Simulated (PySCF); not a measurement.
# A small calculation by hand: entropy of an ideal gas

TiIH₃, SMILES [TiH3][I], multiplicity 1.

Geometry optimised at PBE0-D3(BJ)/def2-TZVP. The multiplicity is an assumed one; no other spin state was optimised. The structure was generated by enumeration; whether it is a known compound was not checked. The def2 effective core potentials stand for the cores of I; spin–orbit coupling is left out.

PBE0-D3(BJ)/def2-TZVP (PySCF) gives the harmonic wavenumbers 272, 302, 302, 548, 562, 562, 1763, 1763, 1799 cm⁻¹ and the rotational temperatures 3.1541, 0.0996, 0.0996 K. The molar mass is 177.80 g/mol, the symmetry number 3, the spin multiplicity 1.

Task: Work out the entropy at 298.15 K and 1 atm in the rigid-rotor, harmonic-oscillator model.

Result: 
Translation (Sackur–Tetrode at 1 atm): S = R[1.5 ln M + 2.5 ln T − 1.16487] = 173.4 J/(mol K).
Rotation: q = (√π/σ) T^1.5/√(θA θB θC) = 17200, S = R[ln q + 3/2] = 93.6 J/(mol K).
Vibration: with u = 1.4388 ν/T, each mode gives R[u/(e^u − 1) − ln(1 − e^−u)]:
```tsv
ν (cm⁻¹)	modes	u	S (J/(mol K))
272	1	1.31	6.63
302	2	1.46	11.76
548	1	2.64	2.29
562	2	2.71	4.35
1763	2	8.51	0.03
1799	1	8.68	0.01
```
These are all the modes. Sum 25.1 J/(mol K).
Spin: R ln 1 = 0.0 J/(mol K).
Total 292.0 J/(mol K); the program's own thermochemistry gives 292.0. Translation makes up 59 % and vibration 9 %. Anharmonicity, hindered rotation and orbital degeneracy are left out.
